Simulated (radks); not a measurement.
Question: Species: neutral lutetium. Configuration: [Xe] 4f14 6s2 6p1 (not the ground configuration). Calculated with a radial shooting solver on a logarithmic mesh with Libxc functionals: Dirac Kohn-Sham, LDA (Slater exchange, Perdew-Wang correlation), spin-unpolarised, spherical densities, finite nucleus; open shells fill j = l - 1/2 first; Fermi nuclear charge, rms radius 5.37 fm. Some entries of the table are withheld. Estimate them.

orbital,occ.,eigenvalue (eV),r(max) (bohr)
1s1/2,2,(1),0.01214
2s1/2,2,-10737.27,0.06955
2p1/2,2,-10253.97,0.05193
2p3/2,4,-9137.754,0.05846
3s1/2,2,-2434.851,0.1962
3p1/2,2,(2),0.1839
3p3/2,4,(3),0.1975
3d3/2,4,-1615.496,0.1551
3d5/2,6,-1563.481,0.1589
4s1/2,2,-486.3296,0.4467
4p1/2,2,-398.8376,0.4474
4p3/2,4,-344.4676,0.4763
4d3/2,4,(4),0.4757
4d5/2,6,(5),0.4851
5s1/2,2,(6),(7)
5p1/2,2,-39.6562,(8)
5p3/2,4,-32.6359,(9)
4f5/2,6,-13.5515,0.4651
4f7/2,8,-12.0239,0.4705
6s1/2,2,-5.9957,2.917
6p1/2,1,-2.4362,3.754
6p3/2,0,-1.9922,4.102

Answer: 
(1) 1s1/2 eigenvalue (eV): -63091.56
(2) 3p1/2 eigenvalue (eV): -2220.107
(3) 3p3/2 eigenvalue (eV): -1982.099
(4) 4d3/2 eigenvalue (eV): -200.1686
(5) 4d5/2 eigenvalue (eV): -190.2427
(6) 5s1/2 eigenvalue (eV): -64.0126
(7) 5s1/2 r(max) (bohr): 1.043
(8) 5p1/2 r(max) (bohr): 1.132
(9) 5p3/2 r(max) (bohr): 1.221
